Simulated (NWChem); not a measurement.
NH₄ cation; SMILES [NH4+]

```xyz
5

N      0.0000     0.0000     0.0000
H     -0.5910    -0.5910    -0.5910
H      0.5910     0.5910    -0.5910
H     -0.5910     0.5910     0.5910
H      0.5910    -0.5910     0.5910
```
Atoms are numbered in this order, from 1.

Program: NWChem. All runs use the structure optimised with PBE0-D3(BJ)/def2-TZVP. Level: PBE0/def2-SVP with COSMO at NWChem's default radii, gas-phase geometry; rows give the dielectric constant. Reactions with the solvent are ignored.

For dielectric constant 46.7:

- electrostatic solvation energy (kcal/mol): -82.6

Q: How do the values read with dielectric constant 11.7 instead?

A: 
| Item | Value |
|---|---|
| electrostatic solvation energy (kcal/mol) | -77.2 |
